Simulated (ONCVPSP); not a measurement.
**Transferability test, ONCV potential for Si**

```
Element                 : silicon
Generator               : ONCVPSP 4.0.1
Type                    : optimised norm-conserving Vanderbilt (ONCV)
Functional              : LDA (Perdew-Wang 92)
Relativity              : scalar-relativistic
Frozen core             : [Ne]
Valence charge          : 4
Reference configuration : 3s2 3p1.5 (charge +0.5)
Partial waves           : 3s: rc 1.45 bohr, ncon 3, nbas 6, qcut 4.3 1/bohr, 3 projectors, debl 3.4 Ha; 3p: rc 1.95 bohr, ncon 3, nbas 6, qcut 4 1/bohr, 1 projector; d scattering state at 0.46 Ha: rc 1.60 bohr, ncon 4, nbas 7, qcut 6.5 1/bohr, 2 projectors, debl 3.2 Ha
Local potential         : polynomial inside 1.05 bohr (lpopt 5, dvloc0 6 Ha)
Core correction         : none
```

Energies are relative to the spin-unpolarised reference configuration 3s2 3p1.5; without spin polarisation the order of configurations can differ from experiment.

```
valence configuration  charge  ΔE all-electron (eV)  error AE − PS (meV)
              3s2 3p1      +1                 4.861                 +1.2
              3s2 3p0      +2                20.969                  +23
```

What are ΔE and the potential's error for 3s1 3p3?

ΔE = 3.845 eV all-electron; the error (AE − PS) is +2.5 meV.

What are ΔE and the potential's error for 3s2 3p2?

ΔE = -2.962 eV all-electron; the error (AE − PS) is +0.7 meV.

Levels in the configuration 3s1 3p3:

```csv
level,all-electron (eV),pseudo (eV)
3s,-11.634,-11.625
3p,-4.740,-4.738
```

Note: ghosts flagged at negative energy: s at -1468.5 eV; GHOST(+) flagged for s at 270.0 eV. A true bound ghost makes a file unfit for plane-wave use.
